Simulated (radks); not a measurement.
Charge is removed step by step from the 2s level of neutral neon, starting from [Ne]. Method: non-relativistic Kohn-Sham, PBEsol, spin-unpolarised, spherical densities, point nucleus; computed with a radial shooting solver on a logarithmic mesh with Libxc functionals.

| removed (e) | E - E(0) (eV) | eigenvalue (eV) | E minus straight line (eV) |
|---|---|---|---|
| 0 | 0.000 | -36.074 | 0.000 |
| 0.125 | 4.650 | -38.331 | -1.042 |
| 0.25 | 9.585 | -40.643 | -1.799 |
| 0.375 | 14.812 | -43.004 | -2.263 |
| 0.5 | 20.338 | -45.414 | -2.430 |
| 0.625 | 26.168 | -47.869 | -2.292 |
| 0.75 | 32.307 | -50.368 | -1.845 |
| 0.875 | 38.762 | -52.908 | -1.082 |
| 1 | 45.536 | -55.489 | 0.000 |

Removing the whole electron costs 45.536 eV by Delta-SCF, against 36.074 eV from minus the eigenvalue at the starting occupation. Slater's transition state (half an electron removed) gives 45.414 eV. Integrating minus the eigenvalue over the occupation (Janak's theorem) gives 45.536 eV. The mean slope of the eigenvalue, de/dn, is 19.4 eV per electron.
